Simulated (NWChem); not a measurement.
System: AuH$_{2}$OCl; SMILES [OH2]->[Au][Cl]

Input file for NWChem:

```
start job
memory heap 200 mb stack 900 mb global 1100 mb
geometry units angstroms noautoz
  Au    -0.000676     0.169922     0.000000
  Cl     0.011260    -2.067799     0.000000
  O     -0.015561     2.333980     0.000000
  H      0.430835     2.705180     0.772331
  H      0.430835     2.705180    -0.772331
end
basis spherical
  * library def2-svp
end
ecp
  Au library def2-ecp
end
dft
  xc pbe0
  iterations 150
  mulliken
end
task dft energy
```

Output (shortened):

```
             Northwest Computational Chemistry Package (NWChem) 7.3.0
             --------------------------------------------------------

 CS  symmetry detected

                             Geometry "geometry" -> ""
                             -------------------------

 Output coordinates in angstroms (scale by  1.889725989 to convert to a.u.)

  No.       Tag          Charge          X              Y              Z
 ---- ---------------- ---------- -------------- -------------- --------------
    1 Au                  79.0000    -0.00946065    -0.14768671     0.00000000
    2 Cl                  17.0000     0.01047556     2.08997731     0.00000000
    3 O                    8.0000    -0.03208249    -2.31167767     0.00000000
    4 H                    1.0000     0.41298354    -2.68447125     0.77233100
    5 H                    1.0000     0.41298354    -2.68447125    -0.77233100

 Effective nuclear repulsion energy (a.u.)     532.4278133107

      Symmetry information
      --------------------

 Group name             Cs
 Group number              2
 Group order               2
 No. of unique centers     4

                                 NWChem DFT Module
                                 -----------------

 Summary of "ao basis" -> "ao basis" (spherical)
 ------------------------------------------------------------------------------
       Tag                 Description            Shells   Functions and Types
 ---------------- ------------------------------  ------  ---------------------
 Au                         def2-svp                12       32   6s3p2d1f
 Cl                         def2-svp                 8       18   4s3p1d
 O                          def2-svp                 6       14   3s2p1d
 H                          def2-svp                 3        5   2s1p

      Symmetry analysis of basis
      --------------------------

        a'         50
        a"         24

            General Information
            -------------------
          SCF calculation type: DFT
          Wavefunction type:  closed shell.
          No. of atoms     :     5
          No. of electrons :    46
           Alpha electrons :    23
            Beta electrons :    23
          Charge           :     0
          Spin multiplicity:     1
          Use of symmetry is: on ; symmetry adaption is: on
          Maximum number of iterations: 150
          AO basis - number of functions:    74
                     number of shells:    32
          Convergence on energy requested:  1.00D-06
          Convergence on density requested:  1.00D-05
          Convergence on gradient requested:  5.00D-04

              XC Information
              --------------
                         PBE0 Method XC Functional
                     Hartree-Fock (Exact) Exchange  0.250
          PerdewBurkeErnzerhof Exchange Functional  0.750
            Perdew 1991 LDA Correlation Functional  1.000 local
           PerdewBurkeErnz. Correlation Functional  1.000 non-local

             Grid Information
             ----------------
          Grid used for XC integration:  medium
          Radial quadrature: Mura-Knowles
          Angular quadrature: Lebedev.
          Tag              B.-S. Rad. Rad. Pts. Rad. Cut. Ang. Pts.
          ---              ---------- --------- --------- ---------
          Au                  1.35      123           9.0       590
          Cl                  1.00       88          12.0       590
          O                   0.60       49          11.0       434
          H                   0.35       45          11.0       434
          Grid pruning is: on
          Number of quadrature shells:   305
          Spatial weights used:  Erf1

      Superposition of Atomic Density Guess
      -------------------------------------

 Sum of atomic energies:        -687.45732372

      Non-variational initial energy
      ------------------------------

 Total energy =    -670.061569
 1-e energy   =   -1275.319118
 2-e energy   =     455.056741
 HOMO         =      -0.393464
 LUMO         =      -0.089479

      Symmetry analysis of molecular orbitals - initial
      -------------------------------------------------

  Numbering of irreducible representations:

     1 a'          2 a"

  Orbital symmetries:

     1 a'          2 a'          3 a'          4 a'          5 a"
     6 a'          7 a'          8 a'          9 a"         10 a'
    11 a'         12 a'         13 a"         14 a'         15 a'
    16 a"         17 a'         18 a"         19 a'         20 a'
    21 a'         22 a"         23 a'         24 a'         25 a"
    26 a'         27 a'         28 a"         29 a'         30 a'
    31 a"         32 a'         33 a"

     ---------------------------------------------
      Total Density - Mulliken Population Analysis
     ---------------------------------------------

    Atom       Charge   Shell Charges
 -----------   ------   -------------------------------------------------------
    1 Au  19    18.83   0.07 -0.47  1.79  0.62  0.62  0.26  5.58  0.46  0.09  8.75  1.06  0.01
    2 Cl  17    17.44   2.00  1.99  1.23  0.72  5.94  2.14  3.40  0.02
    3 O    8     8.43   1.99  1.07  0.59  2.94  1.84  0.01
    4 H    1     0.65   0.52  0.07  0.06
    5 H    1     0.65   0.52  0.07  0.06

   convergence    iter        energy       DeltaE   RMS-Dens  Diis-err
 ---------------- ----- ----------------- --------- --------- ---------
 d= 0,ls=0.0,diis     1   -671.9044681807 -8.22D+02  1.28D-02  4.15D-01
 d= 0,ls=0.0,diis     2   -671.9216393168 -1.72D-02  7.65D-03  3.70D-01
 d= 0,ls=0.0,diis     3   -671.9593246923 -3.77D-02  2.29D-03  2.23D-02
 d= 0,ls=0.0,diis     4   -671.9614464032 -2.12D-03  9.71D-04  4.20D-03
 d= 0,ls=0.0,diis     5   -671.9620292038 -5.83D-04  1.23D-04  1.17D-04
  Resetting Diis
 d= 0,ls=0.0,diis     6   -671.9620427268 -1.35D-05  1.91D-05  5.04D-06
 d= 0,ls=0.0,diis     7   -671.9620431595 -4.33D-07  1.26D-05  5.42D-07
 d= 0,ls=0.0,diis     8   -671.9620431195  4.00D-08  6.44D-06  1.01D-06

         Total DFT energy =     -671.962043119518
      One electron energy =    -1278.707966037358
           Coulomb energy =      506.741743620934
    Exchange-Corr. energy =      -50.196628019543
 Nuclear repulsion energy =      150.200807316448

 Numeric. integr. density =       46.000004621316

                  Occupations of the irreducible representations
                  ----------------------------------------------

                     irrep           alpha         beta
                     --------     --------     --------
                     a'               17.0         17.0
                     a"                6.0          6.0

                       DFT Final Molecular Orbital Analysis
                       ------------------------------------

 Vector   21  Occ=2.000000D+00  E=-2.792671D-01  Symmetry=a'
              MO Center=  1.5D-02,  2.8D-01, -5.1D-15, r^2= 2.3D+00
   Bfn.  Coefficient  Atom+Function         Bfn.  Coefficient  Atom+Function
  ----- ------------  ---------------      ----- ------------  ---------------
    20      0.517144  1 Au d  2               5      0.488090  1 Au s
     3     -0.383151  1 Au s                 44     -0.287215  2 Cl py
    18      0.276467  1 Au d  0               2      0.244840  1 Au s
     6      0.224642  1 Au s                 41     -0.192231  2 Cl py
    25      0.126488  1 Au d  2              38     -0.114670  2 Cl py

 Vector   22  Occ=2.000000D+00  E=-2.580333D-01  Symmetry=a"
              MO Center=  5.3D-03,  1.5D+00, -7.5D-16, r^2= 2.2D+00
   Bfn.  Coefficient  Atom+Function         Bfn.  Coefficient  Atom+Function
  ----- ------------  ---------------      ----- ------------  ---------------
    45      0.589406  2 Cl pz                17     -0.453024  1 Au d -1
    42      0.420099  2 Cl pz                39      0.244810  2 Cl pz
    15      0.111541  1 Au pz                22     -0.102328  1 Au d -1
     9     -0.057077  1 Au pz                65     -0.034779  4 H  s
    70      0.034779  5 H  s                 66     -0.033151  4 H  s

 Vector   23  Occ=2.000000D+00  E=-2.558879D-01  Symmetry=a'
              MO Center= -3.3D-03,  1.4D+00, -1.1D-14, r^2= 2.3D+00
   Bfn.  Coefficient  Atom+Function         Bfn.  Coefficient  Atom+Function
  ----- ------------  ---------------      ----- ------------  ---------------
    43      0.582500  2 Cl px                16     -0.475626  1 Au d -2
    40      0.414277  2 Cl px                37      0.241358  2 Cl px
    21     -0.103324  1 Au d -2              13      0.096249  1 Au px
    54     -0.074464  3 O  px                 7     -0.051956  1 Au px
    57     -0.045990  3 O  px                53      0.039607  3 O  s

 Vector   24  Occ=0.000000D+00  E=-5.002236D-02  Symmetry=a'
              MO Center=  2.8D-01, -1.2D+00, -2.1D-14, r^2= 5.1D+00
   Bfn.  Coefficient  Atom+Function         Bfn.  Coefficient  Atom+Function
  ----- ------------  ---------------      ----- ------------  ---------------
    53      0.639230  3 O  s                  6     -0.557165  1 Au s
    44     -0.341892  2 Cl py                66     -0.327844  4 H  s
    71     -0.327844  5 H  s                 20      0.312138  1 Au d  2
     3      0.265979  1 Au s                 14      0.234627  1 Au py
    52      0.223882  3 O  s                  5     -0.210735  1 Au s

[...]
```

Level: PBE0/def2-SVP with def2 effective core potentials on Au. The geometry was optimised at PBE0/def2-SVP. def2 effective core potentials on Au; no spin-orbit coupling.
